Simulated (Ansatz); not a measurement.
The cluster In2As, relaxed as a doublet with UKS PBE-D4/def2-TZVP in Ansatz, starting from the GFN2-xTB geometry. Force threshold 0.02 eV/Å.

In the def2 sets In takes a core potential; there is no spin–orbit coupling. The structure comes from a short search, and lower isomers may exist.

Start:

```xyz
3

In   -0.643   -2.158   -0.980
In   -0.030    2.181    1.129
As    0.673   -0.023   -0.149
```

```json
{"step": "1", "energy (eV)": "-71181.5480", "largest force component (eV/Å)": "0.247", "SCF passes": "22"}
{"step": "2", "energy (eV)": "-71181.5645", "largest force component (eV/Å)": "0.084", "SCF passes": "20"}
{"step": "3", "energy (eV)": "-71181.5836", "largest force component (eV/Å)": "0.139", "SCF passes": "26"}
{"step": "4", "energy (eV)": "-71181.5883", "largest force component (eV/Å)": "0.054", "SCF passes": "21"}
{"step": "5", "energy (eV)": "-71181.5895", "largest force component (eV/Å)": "0.002", "SCF passes": "21"}
```

Force components are those of the run's own axes.

End:

| atom | x (Å) | y (Å) | z (Å) |
| --- | --- | --- | --- |
| In1 | -0.769 | -1.986 | -0.865 |
| In2 | -0.204 | 2.018 | 1.081 |
| As3 | 0.973 | -0.033 | -0.215 |

By distances, no bond broke or formed. The bond that changes most is In2–As3, from 2.64 to 2.70 Å (atoms count from 1). The end is the same structure that another start reached, the lowest one found.

No frequencies were taken in this run, so the end may be a saddle point.

Run time 13 s (2 threads of Arm Neoverse V2 on a shared host).
